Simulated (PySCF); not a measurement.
# Electron correlation in C⁺ (carbon, charge +1)

[He] 2s2 2p1, 2P determinant. Calculation: PySCF 2.14, in Sapporo-DZP-2012; the spin-free X2C one-electron Hamiltonian (Gaussian nucleus). Frozen: 1s2; 3 electrons correlated.

MP2 pair energies summed by pair of shells (mhartree):

```
 pair  energy  share (%)
2s-2s  -26.41       60.5
2s-2p  -17.26       39.5
```

Total MP2 correlation energy: -43.67 mhartree.

Same-spin part -2.83 and opposite-spin part -40.84 mhartree; SCS-MP2 scales them by 1/3 and 6/5 to -49.95 mhartree.

| level | correlation energy (mhartree) |
| --- | --- |
| CCSD | -69.84 |
| (T) | -0.73 |
| CCSD(T) | -70.57 |

Diagnostics: T1 = 0.0096, D1 = 0.0182, largest double amplitude 0.135.

**Question.** Is a single reference adequate?

**Answer.** Mostly. T1 lies below 0.03, but a double amplitude of this size points to a near-degeneracy that CCSD handles and MP2 describes poorly.
